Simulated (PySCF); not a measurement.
B(F)(Br)2, BBr₂F, SMILES FB(Br)Br, singlet at its PBE0/def2-SVP optimised geometry (Å):

```
4

B     -0.4481    -0.2345     0.0000
F     -1.0848    -1.3792    -0.0014
Br     1.4529    -0.2345     0.0000
Br    -1.4529     1.3792     0.0000
```

Method: PBE0/def2-TZVP in PySCF 2.14.0. Cells within 0.4 Å of a nucleus heavier than hydrogen are left out (blank, or x).

Map of the deformation density (molecule minus spherical neutral atoms) (e/bohr³) on the plane z = 0.0 Å:

```
|1111111111111111111111111111111|
|1111111111111111111111111111111|
|1111100000111111111111111111111|
|1111000000011111111111111111111|
|1110000000111111111111111111111|
|1110000001111111111111111111111|
|1100000002322111111111111111111|
|1110000122332111111111111111111|
|11111122xxx32110001111111111111|
|11111231xxx11100000111111111111|
|11111232xxx01100000111111111111|
|1111123210012210000111111111111|
|1111111111354310000112221100111|
|1111111112566311111113331000011|
|1111110012456522332012331000001|
|111110000113xxx45530xxx21000001|
|111110000002xxx66630xxx21000001|
|111110000014xxx45530xxx21000001|
|1111100002489621232112331000001|
|1111111113379510011123321000011|
|111111113xxx4410000112221100111|
|111111113xxxx210000111111111111|
|1111111113xx6210000111111111111|
|1111111000132110000111111111111|
|1111111000011110011111111111111|
|1111111100011111111111111111111|
|1111111111111111111111111111111|
|1111111111111111111111111111111|
|1111111111111111111111111111111|
|1111111111111111111111111111111|
|1111111111111111111111111111111|
```
Scale: ten equal steps from -0.008 (start of '0') to 0.064 (end of '9'), in the order '0123456789'; x runs from -3.50 to 3.50, y from -3.50 (bottom) to 3.50 (top).
